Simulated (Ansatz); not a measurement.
`C=C([SiH3])NC` and `C=C(N)NC` differ in one atom or group.

Ansatz, PBE0-D4/def2-TZVP geometries, multiplicity 1. Each molecule was computed in one conformer, which needn't be the lowest.

```tsv
property	`C=C([SiH3])NC`
HOMO–LUMO gap (PBE0/def2-TZVPP) / eV	6.16
HOMO–LUMO gap (ωB97M-V/def2-TZVPP) / eV	10.35
HOMO–LUMO gap (PBE/def2-TZVPP) / eV	4.11
LUMO energy (PBE/def2-TZVPP) / eV	-0.71
HOMO energy (PBE0/def2-TZVPP) / eV	-5.93
size of the dipole moment (B3LYP/def2-TZVPP) / D	1.67
```

**Question.** Give the same properties after the change, and the shifts. (Estimate.)

**Answer.** Ansatz gave: 
| property | `C=C(N)NC` | shift |
| --- | --- | --- |
| HOMO–LUMO gap (PBE0/def2-TZVPP) / eV | 6.59 | 0.43 |
| HOMO–LUMO gap (ωB97M-V/def2-TZVPP) / eV | 10.27 | -0.08 |
| HOMO–LUMO gap (PBE/def2-TZVPP) / eV | 4.59 | 0.48 |
| LUMO energy (PBE/def2-TZVPP) / eV | 0.11 | 0.82 |
| HOMO energy (PBE0/def2-TZVPP) / eV | -5.62 | 0.31 |
| size of the dipole moment (B3LYP/def2-TZVPP) / D | 1.03 | -0.64 |

With PBE0 the HOMO rises by 0.31 eV and the LUMO rises by 0.74 eV, so the gap widens by about 0.43 eV. PBE moves the HOMO by 0.34 eV and ωB97M-V by 0.29 eV. Dipoles are sizes alone; their direction can turn.

B3LYP here is the variant with VWN-RPA as its local correlation; programs differ in this.
